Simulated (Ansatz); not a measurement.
The lowest singlet and triplet of O3 (SMILES O=[O+][O-]); geometries from B3LYP-D3(BJ)/def2-TZVP, each state relaxed from the structure named, with no frequency check.
Singlet (charge 0, multiplicity 1):
```xyz
3

O     -1.071    -0.241     0.000
O     -0.011     0.428     0.000
O      1.081    -0.187     0.000
```
Triplet (charge 0, multiplicity 3):
```xyz
3

O     -1.166    -0.210     0.000
O     -0.008     0.367     0.000
O      1.174    -0.157     0.000
```

A positive gap puts the triplet lower; no zero-point energy. R- takes a restricted singlet. The triplet is unrestricted in single-reference levels. Active spaces average the two states.

Cores are frozen in the correlated methods.

Codes used: Ansatz (a program for electronic structure). Values without a source in brackets are computed.

Problem. One of these levels gives -93.5 kJ/mol for the gap E(singlet) − E(triplet), adiabatic. Name it.
A) R-CCSDT/cc-pVDZ
B) R-B3LYP/def2-TZVPP
C) SC-NEVPT2 on SA-CASSCF(12,9)/cc-pVDZ

Solution. B, R-B3LYP/def2-TZVPP. The others give -184.4 (R-CCSDT/cc-pVDZ), -143.6 (SC-NEVPT2 on SA-CASSCF(12,9)/cc-pVDZ)

Doubts at one or more of the structures used: a restricted determinant that unrestricted orbitals would lower (R-B3LYP/def2-TZVPP, R-CCSDT/cc-pVDZ); other coupled-cluster roots lie near (R-CCSDT/cc-pVDZ).
